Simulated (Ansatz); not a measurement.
Reaction (atomization): `BrBB1C=C1` → 2 B• + Br• + 2 C• + 3 H•

Computed with Ansatz on PBE0-D4/def2-TZVP structures; ΔE is electronic, products minus reactants. CCSD(T)/CBS adds triple-zeta CCSD(T) − MP2 to the extrapolated MP2 energy (def2 sets, frozen cores). This one scheme is used for every species, atoms too. For atomizations the MP2-based limit and the directly extrapolated one differ by several kJ/mol either way, and by 10 to 25 for some Ge, Se and Sn compounds, so smaller differences from it don't rank the levels. DFT in def2-TZVPP. Open shells (•) are unrestricted, without spin–orbit coupling. Spin–orbit coupling would lower the free atoms: a little for B, C; clearly for Br. For Br outer-core shells are correlated without core-valence functions, so the limit isn't a true one: a few kJ/mol of doubt a bond, and 10 to 20 or more in all where bonds break to atoms. Scalar relativity is left out up to krypton. One conformer a species, not always the lowest.

| level | ΔE (eV) | difference from CCSD(T)/CBS |
| --- | --- | --- |
| PBE-D4 | 34.69 | 1.50 |
| BLYP-D4 | 33.43 | 0.24 |
| B97M-V | 33.90 | 0.71 |
| ωB97X-V | 33.50 | 0.31 |
| ωB97M-V | 33.60 | 0.41 |
| B2PLYP | 33.23 | 0.04 |
| PBE-QIDH | 33.76 | 0.57 |
| CAM-B3LYP | 33.42 | 0.23 |
| LC-ωPBE | 33.66 | 0.47 |
| CCSD(T)/def2-SVP | 32.01 | -1.18 |
| CCSD(T)/CBS | 33.19 | 0 |

Largest T1 diagnostic among the species: 0.014.

From PBE to PBE0 (25 % exact exchange), in def2-TZVPP and without D4, ΔE moves by −0.55 eV: exact exchange takes away binding that semilocal exchange gives to molecules. In def2-TZVPP, CCSD(T) changes the Hartree–Fock value by +6.94 eV (the triples alone add +0.60 eV) and MP2 by +8.06 eV; breaking electron pairs costs correlation energy, which Hartree–Fock lacks. Leaving LDA and LC-ωPBE aside and taking each functional with its dispersion term where it has one, the values, not all of them listed here, spread over 2.07 eV, from BHLYP-D4 to PBE-D4. LDA lies +4.04 eV from PBE without D4, its usual overbinding.
